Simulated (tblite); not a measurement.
A tight-binding relaxation on `[BH2-]([S@@+](C)CC)CC`.

Computed with GFN2-xTB geometry optimisation, gas phase (tblite 0.8.0). Start geometry: from a force field or distance geometry. The input is one job of a driver script: a line of settings, then coordinates in Å.

Command:
```bash
OMP_NUM_THREADS=1 python probes_run.py task.json out
```

Input:
```
{"job": {"kind": "relax", "xc": "GFN2-xTB", "basis": "xTB"}, "charge": 0, "multiplicity": 1}
C     -3.437700     0.242600    -0.125000
C     -2.205400    -0.196900     0.612300
B     -0.970400     0.379000    -0.189500
S      0.665900     0.014400     0.531100
C      1.114600    -1.704900     0.415700
C      1.802200     0.898100    -0.530800
C      3.210700     0.684700    -0.048600
H     -4.064500    -0.633700    -0.351600
H     -3.136500     0.653900    -1.121900
H     -3.982400     1.046200     0.403100
H     -2.251900     0.257500     1.620700
H     -2.244100    -1.291600     0.708100
H     -1.036100    -0.066800    -1.283600
H     -1.072300     1.571100    -0.231000
H      1.872200    -1.851300    -0.383600
H      1.571700    -2.041500     1.372200
H      0.258400    -2.343500     0.141100
H      1.566900     1.976200    -0.521800
H      1.642200     0.501700    -1.562600
H      3.729800     0.025700    -0.741900
H      3.204300     0.233800     0.954100
H      3.752100     1.664800    -0.068100
```

Q: What does the run print?

A: 
```
step      E/eV     max force
  0    -620.03661    2.520
  1    -620.32061    1.394
  2    -620.43696    0.658
  3    -620.50143    0.584
  4    -620.54400    0.425
  5    -620.57115    0.396
  6    -620.59555    0.325
  7    -620.61946    0.372
  8    -620.63977    0.375
  9    -620.65420    0.425
... (108 lines left out)
118    -620.99506    0.018
119    -620.99514    0.021
120    -620.99518    0.027
121    -620.99524    0.020
122    -620.99530    0.017
123    -620.99537    0.021
124    -620.99544    0.018
125    -620.99550    0.018
126    -620.99557    0.016
127    -620.99561    0.010
```

«max force» is the largest atomic force in eV/Å.

Q: From which step on does the largest force stay under 0.1 eV/Å, and how much energy is left to gain from there?

A: From step 87 (0.066 eV/Å), 12.1 meV above the end.

In short: energy lowered by 22.1 kcal/mol over 127 steps; largest atomic force 0.010 eV/Å at the end.

Q: Give the final coordinates.

A: 0.558 Å rms from the input after alignment:
```
atom  x, y, z in Å
C1    -3.5540    0.1199   -0.1391
C2    -2.2006   -0.2517    0.4681
B3    -0.9855    0.5062   -0.2919
S4     0.6913    0.0642    0.7271
C5     0.9739   -1.6541    0.2049
C6     1.9169    0.9168   -0.3359
C7     3.3475    0.6893    0.1124
H8    -4.3740   -0.3878    0.3692
H9    -3.5817   -0.1521   -1.1926
H10   -3.7154    1.1932   -0.0659
H11   -2.2229    0.0080    1.5316
H12   -2.1009   -1.3417    0.4195
H13   -0.7483    0.1091   -1.3897
H14   -1.0248    1.6906   -0.2025
H15    0.8461   -1.7290   -0.8705
H16    1.9665   -1.9705    0.5070
H17    0.2270   -2.2594    0.7071
H18    1.6512    1.9704   -0.2638
H19    1.7523    0.5839   -1.3598
H20    3.6374   -0.3520   -0.0036
H21    3.4669    0.9696    1.1559
H22    4.0207    1.2964   -0.4894
```

Hardware: one thread, Arm Neoverse V1 (aarch64), shared host with 64 logical CPUs at a one-minute load of 38. Cost: 1.0 s of wall time.
Labels such as C1 count atoms from 1, the log's own numbers from 0.
